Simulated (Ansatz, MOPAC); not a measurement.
System: AlF₂, charge 1, multiplicity 1. SMILES of the parent species: [F][Al][F]

Atoms: Al1, F2, F3. Bonds: Al1-F2, Al1-F3.

Bond lengths (Å) and angles (degrees) optimised at AM1 with MOPAC; PM6 with MOPAC; MNDO with MOPAC; HF/STO-3G with Ansatz (a first-principles code); HF/6-31G* with Ansatz; B3LYP/LANL2DZ with Ansatz, each started from the B3LYP-D3(BJ)/def2-TZVP structure (Ansatz) of the last column. A row stands for all coordinates that are equal there. 6-31G* holds six Cartesian d functions. No wavenumbers were computed at MNDO, HF/STO-3G, B3LYP/LANL2DZ, so these may be saddle points.

| coordinate | AM1 | PM6 | MNDO | HF/STO-3G | HF/6-31G* | B3LYP/LANL2DZ | B3LYP-D3(BJ)/def2-TZVP |
|---|---|---|---|---|---|---|---|
| Al1-F2 | 1.543 | 1.552 | 1.541 | 1.587 | 1.578 | 1.661 | 1.592 |
| F2-Al1-F3 | 180.0 | 180.0 | 180.0 | 180.0 | 180.0 | 180.0 | 180.0 |

Mean signed difference of all 2 bond lengths from B3LYP-D3(BJ)/def2-TZVP: AM1 -0.049 Å, PM6 -0.040 Å, MNDO -0.050 Å, HF/STO-3G -0.005 Å, HF/6-31G* -0.014 Å, B3LYP/LANL2DZ 0.070 Å.
